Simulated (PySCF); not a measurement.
Point-charge models of trans-cinnamaldehyde, `O=C/C=C/c1ccccc1` against its computed dipole.

Coordinates (PBE0-D3(BJ)/def2-SVP, Å) and charges (e) from the PBE0/pcSseg-1 density (PySCF):

```csv
atom,x,y,z,Mulliken,IAO,Hirshfeld,ESP-fitted
O1,4.513,0.435,0.020,-0.3656,-0.4000,-0.2400,-0.4686
C2,3.519,-0.209,0.253,+0.2745,+0.2492,+0.1082,+0.4645
C3,2.152,0.232,-0.031,-0.1731,-0.2010,-0.0588,-0.1439
C4,1.106,-0.556,0.283,-0.0393,-0.0954,-0.0162,-0.4528
C5,-0.314,-0.288,0.088,-0.2101,-0.0082,-0.0034,+0.4263
C6,-0.790,0.892,-0.512,-0.0215,-0.1346,-0.0371,-0.2982
C7,-2.153,1.105,-0.670,-0.0676,-0.1437,-0.0425,-0.1021
C8,-3.072,0.147,-0.233,-0.0691,-0.1373,-0.0374,-0.1664
C9,-2.616,-1.028,0.362,-0.0774,-0.1465,-0.0446,-0.1152
C10,-1.250,-1.242,0.519,-0.0369,-0.1384,-0.0399,-0.2836
H11,3.585,-1.227,0.721,+0.0660,+0.0849,+0.0351,-0.0053
H12,2.045,1.217,-0.495,+0.1247,+0.1546,+0.0534,+0.1424
H13,1.335,-1.523,0.751,+0.1007,+0.1447,+0.0502,+0.2042
H14,-0.083,1.648,-0.859,+0.0990,+0.1520,+0.0542,+0.1848
H15,-2.507,2.026,-1.138,+0.1020,+0.1567,+0.0555,+0.1463
H16,-4.143,0.319,-0.358,+0.1038,+0.1566,+0.0556,+0.1531
H17,-3.329,-1.782,0.705,+0.1029,+0.1564,+0.0551,+0.1509
H18,-0.893,-2.164,0.986,+0.0871,+0.1500,+0.0527,+0.1636
```

Question: Compute μ = Σ q r for each scheme (1 e·Å = 4.803 D) and compare with the dipole of the full density.

Answer: The full density gives (-4.41, -1.15, 0.29) D, 4.56 D in size; dipole vectors point from the negative to the positive end.

```json
{"scheme": "Mulliken", "μx": "-4.32", "μy": "-0.98", "μz": "0.22", "size (D)": "4.43", "share of the full size (%)": "97", "angle to the full dipole (°)": "2"}
{"scheme": "IAO", "μx": "-4.64", "μy": "-1.51", "μz": "0.44", "size (D)": "4.90", "share of the full size (%)": "107", "angle to the full dipole (°)": "4"}
{"scheme": "Hirshfeld", "μx": "-3.58", "μy": "-0.81", "μz": "0.18", "size (D)": "3.68", "share of the full size (%)": "81", "angle to the full dipole (°)": "2"}
{"scheme": "ESP-fitted", "μx": "-4.43", "μy": "-1.16", "μz": "0.29", "size (D)": "4.59", "share of the full size (%)": "100", "angle to the full dipole (°)": "0"}
```

Question: Which set comes closest?

Answer: Length of the difference vector: ESP-fitted 0.03 D, Mulliken 0.20 D, IAO 0.46 D, Hirshfeld 0.90 D. Closest: ESP-fitted. 

Question: What is left for the Hirshfeld atoms' own dipoles?

Answer: The shares of the density sum to the whole, so what Σ q r misses lies in dipoles about the nuclei. The atomic dipoles sum to (-4.41, -1.15, 0.29) − (-3.58, -0.81, 0.18) = (-0.83, -0.34, 0.11) D, 0.90 D in size.

Question: With the origin at the mean of the coordinates, (-0.161, -0.111, 0.022) Å, which are the largest single terms, by size, of the IAO dipole along the direction of the full one?

Answer: O1 +8.94, C2 -4.21, H16 +2.79, H17 +2.65, C3 +2.24 D; all 18 atoms together +4.89 D. The single terms depend on the origin, their sum doesn't.

Question: Give the size of the full dipole in other units.

Answer: 4.56 D = 1.796 au = 0.950 e·Å = 15.23 × 10⁻³⁰ C·m.

Geometry: PBE0-D3(BJ)/def2-SVP, one conformer, isolated molecule.

Shape of the structure used: `[O:1]=[CH:2]/[CH:3]=[CH:4]/[c:5]1[cH:6][cH:7][cH:8][cH:9][cH:10]1`: O1–C2–C3–C4 -179°, C3–C4–C5–C6 1°.
